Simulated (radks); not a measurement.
The numbers below are computed, except where a source is named.
Question: All-electron atom: Al4+ in [He] 2s2 2p5 (the NIST ground configuration). Code: a radial shooting solver on a logarithmic mesh with Libxc functionals. Model: Dirac Kohn-Sham, PBE, spin-unpolarised, spherical densities, point nucleus; open shells are shared between the two j in proportion to 2j + 1; speed of light set to 411.108 atomic units (3 times the physical value, a model run). Some entries of the table are withheld. Estimate them.

orbital,occ.,eigenvalue (eV),r(max) (bohr),<1/r> (bohr^-1)
1s1/2,2,(1),0.07864,12.59
2s1/2,2,-175.8263,(2),2.415
2p1/2,1.66667,-138.6857,(3),(4)
2p3/2,3.33333,-138.6313,(5),(6)

Answer: 
(1) 1s1/2 eigenvalue (eV): -1587.491
(2) 2s1/2 r(max) (bohr): 0.4891
(3) 2p1/2 r(max) (bohr): 0.4161
(4) 2p1/2 <1/r> (bohr^-1): 2.315
(5) 2p3/2 r(max) (bohr): 0.4163
(6) 2p3/2 <1/r> (bohr^-1): 2.314
